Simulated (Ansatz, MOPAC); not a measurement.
Dimer: C2H4 (SMILES C=C) (first 6 atoms) with CH4O (SMILES CO); geometry from B3LYP-D3(BJ)/def2-TZVP, rigid monomers moved along the line of their centres of mass till C2···H12 is 2.80 Å.
(charge 0, multiplicity 1):
```xyz
12

C      0.5947    -0.2668    -0.0486
C     -0.6463     0.2019    -0.0443
H      0.8193    -1.2824    -0.3511
H      1.4361     0.3478     0.2483
H     -0.8696     1.2185     0.2562
H     -1.4879    -0.4110    -0.3431
C      0.1475     0.3816     4.1022
O     -0.3176    -0.8290     3.5312
H      1.1842     0.6018     3.8208
H      0.1058     0.2643     5.1846
H     -0.4787     1.2383     3.8257
H     -0.2855    -0.7402     2.5704
```

Interaction energies are E(AB) − E(A) − E(B) at the monomers' geometry in the complex; basis-set methods are counterpoise corrected.

Cores are frozen in the correlated methods. The state reached by PM3 isn't checked.

The values were computed with Ansatz (a program for electronic structure) with Gaussian orbitals; MOPAC for PM3 (differences of heats of formation). 

Question: Predict the interaction energy from PM3.

Answer: -1.0 kcal/mol
